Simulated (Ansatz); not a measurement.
CH₂Cl, charge +2, doublet, geometry from GFN2-xTB of the parent state (a state made from the parent by changing its charge; the spin is typed, not shown lowest); Ansatz (a first-principles code) with MP2/def2-SV(P).

Input for Ansatz:
Ansatz 0.2 input:
```yaml
crystal:
  periodic: [false, false, false]
  atoms:
    - {symbol: C, position_ang: [-1.09862696, 0.00303740, -0.02301348]}
    - {symbol: Cl, position_ang: [0.57686873, -0.00159488, 0.01208396]}
    - {symbol: H, position_ang: [-1.60478493, 0.94530203, -0.03926969]}
    - {symbol: H, position_ang: [-1.61022182, -0.93641342, -0.02807665]}
basis:
  gaussian:
    orbitals: def2-SV_P_.json
total_charge: 2
magnetization: {spin_polarized: true, initial_magnetization: 1}
correlation: {method: mp2}
```
The basis file holds def2-SV(P) in the JSON format of the Basis Set Exchange.

Output, abridged:

```
Functional definition: HF
368 factors; integrals over basis functions are off by at most 1.3e-3 eV
mean field evaluation 1: about -13530.0051 eV, gradient 1.2e1 eV
mean field evaluation 2: about -13530.0099 eV, gradient 1.2e1 eV
mean field evaluation 4: about -13531.7195 eV, gradient 2.6e0 eV
mean field evaluation 8: about -13531.8889 eV, gradient 1.1e-1 eV
mean field evaluation 16: about -13531.1952 eV, gradient 4.8e0 eV
mean field -13531.88914896 eV, -497.2877539804 hartree, gradient 3.1e-6 eV, S^2 0.760216; 4 other end points of the search recorded, 0 dependent functions left out
6 core orbitals not correlated
reference -13531.88914896 eV, -497.2877539804 hartree; 6, 5 occupied and 24, 25 virtual orbitals, 368 factors
second order -5.61348469 eV of doubles, -0.00000000 eV of singles
Total energy: -13537.50263365 eV, -497.4940457378 hartree
```
